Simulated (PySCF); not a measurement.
PySCF 2.14 output of an unrestricted LDA calculation on a single atom or ion in aug-cc-pwCVDZ-PP with ECP28MDF, with scalar relativity through the core potential:

```
SCF conv_tol = 1e-09
number electrons alpha = 10  beta = 10
    P. A. M. Dirac.,  Math. Proc. Cambridge Philos. Soc. 26, 376 (1930)
    F. Bloch.,  Z. Phys. 57, 545 (1929)
    S. H. Vosko, L. Wilk, and M. Nusair.,  Can. J. Phys. 58, 1200 (1980)
cycle= 1 E= -237.969573769462  delta_E= -0.00935  |g|= 0.104  |ddm|= 1.54
cycle= 2 E= -237.970126124731  delta_E= -0.000552  |g|= 0.0857  |ddm|= 0.534
cycle= 3 E= -237.971376265104  delta_E= -0.00125  |g|= 0.000505  |ddm|= 0.274
cycle= 4 E= -237.971376315874  delta_E= -5.08e-08  |g|= 6.01e-06  |ddm|= 0.00245
cycle= 5 E= -237.971376315882  delta_E= -8.16e-12  |g|= 3.24e-08  |ddm|= 3.96e-05
converged SCF energy = -237.971376315882  <S^2> = -3.5527137e-15  2S+1 = 1
```

The run itself started from symmetry-adapted Hartree-Fock orbitals and held the occupation by maximum overlap, on a logarithmic radial grid, so the iterations belong to that start.

**Question.** Which element, charge and spin multiplicity is this?

**Answer.** Sb³⁺ (antimony, charge +3), multiplicity 1; the state was [Kr] 4d10 5s2, closed-shell 1S.

Energies and moments cover only the electrons outside the core potential.
